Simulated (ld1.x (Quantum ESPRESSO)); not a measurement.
u(r) = r·R(r): atom against pseudo-atom (In)

Columns: radius, all-electron u(r) and pseudo u(r) of the 5p shell (level -3.22 eV) of indium in the configuration [Kr] 4d10 5s1 5p2; PBE, scalar-relativistic, TM semilocal scheme, ld1.x (Quantum ESPRESSO) 7.5.

| r (bohr) | all-electron | pseudo |
| --- | --- | --- |
| 0.140 | -0.0174 | -0.0026 |
| 0.280 | -0.1381 | -0.0105 |
| 0.420 | 0.0185 | -0.0236 |
| 0.560 | 0.1761 | -0.0422 |
| 0.700 | 0.2336 | -0.0663 |
| 0.840 | 0.2019 | -0.0961 |
| 0.980 | 0.1181 | -0.1316 |
| 1.120 | 0.0130 | -0.1724 |
| 1.260 | -0.0944 | -0.2182 |
| 1.400 | -0.1941 | -0.2677 |
| 1.540 | -0.2817 | -0.3193 |
| 1.680 | -0.3558 | -0.3708 |
| 1.820 | -0.4166 | -0.4197 |
| 1.960 | -0.4651 | -0.4636 |
| 2.100 | -0.5027 | -0.5006 |
| 2.240 | -0.5308 | -0.5295 |
| 2.380 | -0.5507 | -0.5501 |
| 2.520 | -0.5635 | -0.5633 |
| 2.660 | -0.5702 | -0.5702 |
| 2.800 | -0.5719 | -0.5719 |
| 2.940 | -0.5693 | -0.5693 |
| 3.080 | -0.5631 | -0.5631 |
| 3.220 | -0.5539 | -0.5539 |
| 3.360 | -0.5423 | -0.5423 |
| 3.500 | -0.5288 | -0.5288 |
| 3.640 | -0.5137 | -0.5137 |

How many radial nodes do the two functions have?

The all-electron 5p function has n − l − 1 = 3 (the table is too coarse to show those close to the nucleus); the pseudo-wave has 0, since the states of the same l below it are removed with the core.

At about which radius was the pseudo-wave matched?

2.80 bohr. The columns agree to 0.0005 from 2.52 bohr on; several derivatives are matched, so the curves merge somewhat inside the radius.

Where does each function peak?

Outermost all-electron maximum near 2.80 bohr, pseudo maximum near 2.80 bohr (to the table’s step).

Is the pseudo-wave norm-conserving?

Yes: the TM semilocal scheme keeps the norm inside the radius equal to the all-electron one, which fixes the energy derivative of the logarithmic derivative at the level.
